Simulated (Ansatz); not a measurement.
A structure relaxed at PBE-D4/def2-SVP in Ansatz, charge 0, singlet:

```xyz
10

Be    1.215   -0.957    1.626
Be   -1.827   -0.370   -1.324
Be    2.051    0.735   -0.123
Be   -1.438   -1.018    1.460
Be    0.102    1.646   -1.599
Se    2.606   -1.202    0.163
Se   -1.076    0.653   -2.917
Se   -2.774   -1.557    0.029
Se    1.351    2.630   -0.331
Se   -0.208   -0.558    3.014
```

Q: Give its formula.

A: the cluster Be₅Se₅.

Q: Summarise the bond lengths by kind (pairs closer than 1.2 times the sum of covalent radii, bridged metal pairs left out).

A: 10 × Be–Se 2.03 to 2.04 Å.

Another isomer (singlet) lies 1.39 eV lower at PBE0-D4/def2-TZVP; other spin states weren't run for this one.
